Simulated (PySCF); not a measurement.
# Correlation energy of Co⁺ (cobalt, charge +1)

[Ar] 3d8, high-spin 3F determinant. Calculation: PySCF 2.14, in x2c-TZVPPall (6s5p4d2f1g, 64 functions); the spin-free X2C one-electron Hamiltonian (Gaussian nucleus). Frozen: [Ne]; 16 electrons correlated.

MP2 pair energies summed by pair of shells (mhartree):

```json
{"pair": "3d-3d", "energy": "-276.86", "share (%)": "44.2"}
{"pair": "3p-3d", "energy": "-216.13", "share (%)": "34.5"}
{"pair": "3p-3p", "energy": "-57.00", "share (%)": "9.1"}
{"pair": "3s-3d", "energy": "-43.87", "share (%)": "7.0"}
{"pair": "3s-3p", "energy": "-27.99", "share (%)": "4.5"}
{"pair": "3s-3s", "energy": "-4.21", "share (%)": "0.7"}
```

Total MP2 correlation energy: -626.06 mhartree.

Same-spin part -205.71 and opposite-spin part -420.35 mhartree; SCS-MP2 scales them by 1/3 and 6/5 to -573.00 mhartree.

This basis was not built for core-valence correlation, so the inner-shell part is incomplete.
